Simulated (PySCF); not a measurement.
Unknowns

Computed data (PySCF 2.14): PBE0/pcSseg-1 with gauge-including orbitals, GFN2-xTB structure. One conformer, no solvent model, one averaged value for each set of equivalent atoms, relativity neglected.

Shifts are taken against calculated references (same method and geometry level): TMS for ¹H and ¹³C. Splittings of carbon signals by F and P are missing where no couplings were computed. Where no couplings were computed, multiplicities follow the n + 1 count of equivalent neighbours, and m marks all less simple cases (inequivalent or close neighbours, rings, F or P nearby). Shifts are as computed. Against solution values, carbons near 30 ppm lie about +3 ppm off and those near 130 ppm about +5 ppm. Of 1211 compounds with measured shifts, 218 miss one by over three times the rms of a fit or turn the order of signals round; such compounds aren't used in these exercises. OH and NH positions are gas-phase values without hydrogen bonding to other molecules.

Question: CH₉NSi₂. ¹H NMR (500 MHz, computed): δ 5.04 (t, 2H), 4.06 (t, 3H), -0.13 (br s, 2H), -0.14 (m, 2H). ¹³C{¹H} NMR (computed): δ -10.4 (CH2). Identify the compound.

Answer: `N[SiH2]C[SiH3]`. The formula gives 0 degrees of unsaturation. Carbon types of the structure: 1 × CH2, leaving 7 H on heteroatoms. δC -10.4: sp3 CH2 bonded to 2 Si; an electropositive neighbour leaves it electron-rich and shielded. δH 4.06: hydrogen on a silicon bonded to C. δH -0.13: hydrogen on a nitrogen bonded to Si; exchangeable; this is the value without hydrogen bonding to other molecules. δH -0.14: hydrogen on an sp3 CH2 bonded to 2 Si; an electropositive neighbour shields it, as in TMS itself.

Question: C₄H₇FOSi. ¹H NMR (300 MHz, computed): δ 5.03 (m, 1H), 4.63 (m, 1H), 2.52 (s, 1H), 1.79 (m, 3H), 1.69 (br s, 1H). ¹³C{¹H} NMR (computed): δ 89.2 (CH), 88.1 (C), 86.6 (C), 26.6 (CH3). What is it?

Answer: SMILES C#C[C@](C)(F)[SiH2]O. The formula gives 2 degrees of unsaturation (no ring in the answer). 4 carbon signals for 4 carbons: no two carbons are equivalent. Carbon types of the structure: 2 × C, 1 × CH, 1 × CH3, leaving 3 H on heteroatoms. δC 89.2: terminal alkyne carbon; sp carbons lie upfield of alkene carbons because the cylindrical π system leaves one tensor component strongly shielded. δC 88.1: propargylic fully substituted sp3 carbon bonded to F and Si; pulled downfield by the heteroatom. δC 86.6: alkyne carbon; the triple bond shields along its axis, which puts it between sp3 and sp2 carbons. δH 1.69: hydrogen on an oxygen bonded to Si; exchangeable; this is the value without hydrogen bonding to other molecules.

This is the structure that produced the data.
